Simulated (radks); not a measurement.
Neutral hydrogen inside a hard spherical wall (all orbitals vanish at R), configuration held at 1s1 and not refilled when levels cross. Method: scalar-relativistic Kohn-Sham, PBEsol, spin-polarised, spherical densities, finite nucleus; open shells are filled with parallel spins first; Gaussian nuclear charge, rms radius 0.8783 fm; computed with a radial shooting solver on a logarithmic mesh with Libxc functionals. Eigenvalues in eV for spin up, with the zero of energy where the potential of the charges vanishes at infinity; a dash marks a level that is unbound or too diffuse for the functional's potential to be trusted. A positive occupied level is held by the wall or, in an anion where self-interaction has pushed it up, behind a barrier. The pressure on the wall is -dE/dV.

| R (bohr) | E (hartree) | kinetic (hartree) | e(1s) | e(2s, empty) | e(2p, empty) | pressure (GPa) |
|---|---|---|---|---|---|---|
| free | -0.48872 | 0.482 | -7.391 | - | - | 0 |
| 15 | -0.48872 | 0.482 | -7.391 | - | - | < 0.0001 |
| 10 | -0.48872 | 0.482 | -7.391 | 1.020 | 1.193 | 0.000142 |
| 8 | -0.48865 | 0.483 | -7.381 | 2.166 | 1.962 | 0.00398 |
| 7 | -0.48841 | 0.485 | -7.354 | 3.364 | 2.694 | 0.0214 |
| 6 | -0.48743 | 0.492 | -7.267 | 5.490 | 3.910 | 0.117 |
| 3 | -0.40446 | 0.763 | -3.404 | 38.143 | 20.885 | 31.8 |
| 2 | -0.09616 | 1.400 | 7.523 | 101.59 | 53.402 | 384 |
